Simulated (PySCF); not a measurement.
**Correlation energy of Sb (antimony, neutral)**

[Kr] 4d10 5s2 5p2 6s1, high-spin 4P determinant (an excited configuration). All numbers are calculated (PySCF 2.14, scalar relativity through the core potential, in aug-cc-pwCVDZ-PP with ECP28MDF). Frozen: 4s2 4p6 4d10; 5 electrons correlated.

```json
{"level": "CCSD", "correlation energy (mhartree)": "-64.30"}
{"level": "(T)", "correlation energy (mhartree)": "-1.38"}
{"level": "CCSD(T)", "correlation energy (mhartree)": "-65.68"}
```

Diagnostics: T1 = 0.011, D1 = 0.0290, largest double amplitude 0.086.

The outer electron is Rydberg-like, and this basis confines it to a smaller radius and binds it less than a complete one would.

Cost of the coupled-cluster step: of the order of 1 core-seconds, for 5 correlated electrons.

Iterations:

```
CC2 = 0
CCSD nocc = (np.int64(4), np.int64(1)), nmo = (39, 39)
frozen orbitals [[0, 1, 2, 3, 4, 5, 6, 7, 8], [0, 1, 2, 3, 4, 5, 6, 7, 8]]
max_cycle = 100
direct = 0
conv_tol = 1e-08
conv_tol_normt = 1e-06
diis_space = 8
diis_start_cycle = 0
Init t2, MP2 energy = -0.0495492677775756
Init E_corr(UCCSD) = -0.0495492677778961
cycle = 1  E_corr(UCCSD) = -0.0601206077570459  dE = -0.01057134  norm(t1,t2) = 0.0494125
cycle = 2  E_corr(UCCSD) = -0.062857870899959  dE = -0.00273726314  norm(t1,t2) = 0.017543
cycle = 3  E_corr(UCCSD) = -0.0642829316342327  dE = -0.00142506073  norm(t1,t2) = 0.0077911
cycle = 4  E_corr(UCCSD) = -0.0642830277081752  dE = -9.60739425e-08  norm(t1,t2) = 0.00215744
cycle = 5  E_corr(UCCSD) = -0.0643101077714035  dE = -2.70800632e-05  norm(t1,t2) = 0.000941426
cycle = 6  E_corr(UCCSD) = -0.0642997601264696  dE = 1.03476449e-05  norm(t1,t2) = 0.000325303
cycle = 7  E_corr(UCCSD) = -0.0643044383697589  dE = -4.67824329e-06  norm(t1,t2) = 9.36384e-05
cycle = 8  E_corr(UCCSD) = -0.0643018730920841  dE = 2.56527767e-06  norm(t1,t2) = 4.04852e-05
cycle = 9  E_corr(UCCSD) = -0.0643029515033528  dE = -1.07841127e-06  norm(t1,t2) = 2.61426e-05
cycle = 10  E_corr(UCCSD) = -0.0643027557339374  dE = 1.95769415e-07  norm(t1,t2) = 1.83194e-05
cycle = 11  E_corr(UCCSD) = -0.0643027529744848  dE = 2.75945258e-09  norm(t1,t2) = 1.02885e-05
cycle = 12  E_corr(UCCSD) = -0.0643027891723648  dE = -3.61978799e-08  norm(t1,t2) = 3.14321e-06
cycle = 13  E_corr(UCCSD) = -0.0643027985965341  dE = -9.42416932e-09  norm(t1,t2) = 6.22584e-07
UCCSD converged
E(UCCSD) = -239.1243549475296  E_corr = -0.06430279859653411
UCCSD(T) correction = -0.0013826987532329
```
